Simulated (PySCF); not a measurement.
## Gallium: highly charged ions in a basis for the neutral atom

Ga(14+) [Ne] 3s2 3p5, Ga(15+) [Ne] 3s2 3p4. All numbers are calculated (PySCF 2.14, scalar relativity by spin-free X2C-1e, in cc-pVDZ-DK (5s4p2d, 27 functions)). No spin-orbit coupling, so a gap to NIST mixes the basis error with missing relativistic terms.

Changed run: basis of the neutral atom used for a highly charged ion. This setting is unsound on purpose.

| species | method | sound run (hartree) | changed run (hartree) | converged |
| --- | --- | --- | --- | --- |
| Ga(14+) | UHF | not run | -1847.31583 | yes |
| Ga(14+) | M06-L | not run | -1848.09081 | yes |
| Ga(14+) | MN15 | not run | -1849.32678 | yes |
| Ga(15+) | UHF | not run | -1828.51958 | yes |
| Ga(15+) | M06-L | not run | -1829.22713 | yes |
| Ga(15+) | MN15 | not run | -1830.40566 | yes |

Ionisation energy of Ga(14+):

```
method  changed run (eV)    NIST (eV)
   UHF            511.47  508.8 ± 0.4
 M06-L            513.31  508.8 ± 0.4
  MN15            514.87  508.8 ± 0.4
```

The contracted functions were made for the neutral atom and can be too rigid for a highly charged ion.
